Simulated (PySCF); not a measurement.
C7H11O (doublet state).
Z-matrix (Å and degrees, GFN2-xTB geometry), rows numbered from 1:
```
C 
C   1  1.5251
C   2  1.4841  1  112.59
C   3  1.4684  2  117.96  1   172.29
C   4  1.5290  3   92.38  2    72.81
O   5  1.2102  4  122.92  3   101.28
C   5  1.5159  4  112.21  3   -72.28
C   7  1.5288  5  107.89  4    69.08
H   1  1.0875  2  110.47  3   178.39
H   1  1.0876  2  110.48  3    58.37
H   1  1.0872  2  110.37  3   -61.61
H   2  1.0987  1  109.16  3   121.45
H   3  1.0762  2  119.69  1   -26.76
H   4  1.0867  3  114.04  2  -172.58
H   4  1.0888  3  113.96  2   -42.61
H   7  1.0902  5  109.11  4  -170.87
H   7  1.0921  5  110.04  4   -51.18
H   8  1.0920  2  110.25  1   -68.21
H   8  1.0919  2  108.65  1    50.45
```

The hyperfine couplings belong to this conformer and change with its torsions.

The species is `C[C@@H]1[CH]CC(=O)CC1` [radical].

The calculation used UKS B3LYP, pcH-1 on C H O, non-relativistic, mean-field spin-orbit, GIAO in PySCF. Isolated species at its GFN2-xTB geometry (one conformer only). Couplings are sensitive to structure, and on GFN2-xTB geometries they can be far from those on DFT ones. The SCF solution wasn't tested for stability.

Problem. The isotropic 13C couplings are +90.7, +76.6, +47.4, -26.1, -22.1, -5.4, +5.1 MHz. Assign them to C1; C2; C3; C4; C5; C7; C8.

Solution. 
```csv
site,a_iso (MHz),ρ(0) (bohr⁻³),position,distance from C3 (Å),spin population,largest |T| (MHz)
C1,+5.1,+0.0046,2 bonds from C3,2.50,0.00,2.3
C2,-26.1,-0.0233,1 bond from C3,1.48,-0.06,2.1
C3,+90.7,+0.0807,largest spin population,0.00,+0.90,142.1
C4,-22.1,-0.0196,1 bond from C3,1.47,-0.06,4.6
C5,+47.4,+0.0422,2 bonds from C3,2.16,+0.03,17.7
C7,-5.4,-0.0048,3 bonds from C3,2.75,0.00,1.2
C8,+76.6,+0.0682,2 bonds from C3,2.45,+0.03,9.5
```

ρ(0) is the spin density at the nucleus and T the dipolar tensor; entries for several nuclei are means. The largest Mulliken spin populations are on C3 (+0.90), O6 (+0.12), C2 (-0.06) and C4 (-0.06). No atom but C3 exceeds +0.15. The angles at C3 add up to 357.2°, so it is nearly planar; its axial dipolar tensor and the negative coupling of its proton fit spin in a p orbital normal to that plane.

The spin density at the nucleus, in bohr⁻³, is negative for C2 (-0.0233), C4 (-0.0196) and H13 (-0.0125), for instance. A restricted open-shell determinant has no negative spin density anywhere; here it arises because α and β orbitals differ (spin polarisation).

Means are taken over nuclei equivalent by connectivity, which assumes that they swap fast.
